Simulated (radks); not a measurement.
The numbers below are computed, except where a source is named.
Species: Mn+. Configuration: [Ar] 3d5 4s1.

Code: a radial shooting solver on a logarithmic mesh with Libxc functionals. Model: Dirac Kohn-Sham, Wu-Cohen GGA, spin-unpolarised, spherical densities, point nucleus; open shells fill j = l - 1/2 first.

Energy parts (eV):
total: -31500.338
kinetic: 31904.635
electron-nucleus: -75082.015
Hartree: 13074.969
exchange-correlation: -1397.928

Orbitals (lengths in bohr, moments of r in powers of bohr; r(max) is where P^2 peaks):
orbital,occ.,eigenvalue (eV),<1/r>,r(max),<r^2>,<r>,small-component weight
1s1/2,2,-6434.371,24.92,0.03988,0.004991,0.06092,8.06e-03
2s1/2,2,-751.3589,5.320,0.2326,0.09230,0.2794,1.46e-03
2p1/2,2,-645.0317,5.266,0.1866,0.07403,0.2451,1.45e-03
2p3/2,4,-634.5990,5.179,0.1891,0.07569,0.2481,1.43e-03
3s1/2,2,-93.8603,1.663,0.7363,0.8394,0.8525,3.15e-04
3p1/2,2,-63.5726,1.536,0.7473,0.9537,0.8989,2.77e-04
3p3/2,4,-62.2997,1.516,0.7544,0.9732,0.9081,2.73e-04
3d3/2,4,-14.9964,1.145,0.7593,1.850,1.184,1.68e-04
3d5/2,1,-14.8760,1.139,0.7618,1.868,1.189,1.67e-04
4s1/2,1,-11.8724,0.4669,2.372,8.898,2.790,3.68e-05

The highest occupied level is 4s1/2 at -11.872 eV. For comparison, the ionisation energy in NIST's Atomic Spectra Database is 15.640 eV (measured). In exact Kohn-Sham theory the highest level is minus the ionisation energy, but local and semilocal functionals leave it too shallow, through self-interaction and a potential that decays too fast; potentials with the right tail come closer.

Beside tabulated values, note that spin-unpolarised runs miss the spin-polarisation part of the exchange energy of open shells.
